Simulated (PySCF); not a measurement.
Molfile (atoms numbered from 1):
```
CH8F2Si3
     RDKit          3D

 14 13  0  0  0  0  0  0  0  0999 V2000
   -0.8556    1.8310   -0.6660 F   0  0  0  0  0  0  0  0  0  0  0  0
   -1.7584    0.8390   -0.3970 C   0  0  0  0  0  0  0  0  0  0  0  0
   -1.7053   -0.0018   -1.4744 F   0  0  0  0  0  0  0  0  0  0  0  0
   -1.2351   -0.1120    1.2112 Si  0  0  0  0  0  4  0  0  0  0  0  0
    0.8539   -1.0060    0.7399 Si  0  0  0  0  0  4  0  0  0  0  0  0
    2.0217   -0.0083   -1.0072 Si  0  0  0  0  0  4  0  0  0  0  0  0
   -2.7520    1.3043   -0.4073 H   0  0  0  0  0  0  0  0  0  0  0  0
   -1.3406    0.9384    2.2303 H   0  0  0  0  0  0  0  0  0  0  0  0
   -2.3836   -0.9989    1.4304 H   0  0  0  0  0  0  0  0  0  0  0  0
    1.6060   -0.9692    2.0084 H   0  0  0  0  0  0  0  0  0  0  0  0
    0.6570   -2.4495    0.5100 H   0  0  0  0  0  0  0  0  0  0  0  0
    3.3615   -0.5929   -1.1392 H   0  0  0  0  0  0  0  0  0  0  0  0
    2.1948    1.4264   -0.7777 H   0  0  0  0  0  0  0  0  0  0  0  0
    1.3350   -0.2008   -2.2833 H   0  0  0  0  0  0  0  0  0  0  0  0
  1  2  1  0
  2  3  1  0
  2  4  1  0
  4  5  1  0
  5  6  1  0
  2  7  1  0
  4  8  1  0
  4  9  1  0
  5 10  1  0
  5 11  1  0
  6 12  1  0
  6 13  1  0
  6 14  1  0
M  END
```

Geometry: GFN2-xTB; GIAO shifts from PySCF, gas phase, non-relativistic, averaged over equivalent atoms.

At PBE0/def2-SVP (136 basis functions, 35 s wall time on 1 thread of an Arm Neoverse N1, shared host):
| atoms | δ (ppm) |
| --- | --- |
| F1/F3 | -123.8 |
| C2 | 122.4 |
| Si4 | -69.2 |
| Si6 | -104.9 |
| Si5 | -131.5 |
| H7 | 6.33 |
| H8/H9 | 3.97 |
| H12/H13/H14 | 3.69 |
| H10/H11 | 3.48 |

δ = σ(ref) − σ, references computed at the same level: 19F (208.86 ppm) vs CFCl3; 13C (196.16 ppm) and 29Si (403.74 ppm) and 1H (31.81 ppm) against TMS.

Estimate the result of repeating the calculation with PBE0/pcSseg-1.

## Answers


```
      atoms  δ at PBE0/pcSseg-1  change
      F1/F3              -141.2   -17.4
         C2               129.3    +6.9
        Si4               -72.6    -3.4
        Si6              -110.2    -5.3
        Si5              -135.7    -4.2
         H7                6.83   +0.50
      H8/H9                4.01   +0.04
H12/H13/H14                3.68   -0.01
    H10/H11                3.48   +0.00
```

References, each an isolated molecule treated in the same way: CFCl3 for 19F (170.95 ppm); 13C (186.93 ppm) and 29Si (349.16 ppm) and 1H (31.72 ppm) against TMS.

The largest change is at F1/F3 (fluorine of a CF2 group). Cost: 163 basis functions, 41 s wall time on 1 thread of an Arm Neoverse N1, shared host.

Unscaled 19F shifts against computed CFCl3 carry errors that often reach 10 to 50 ppm.
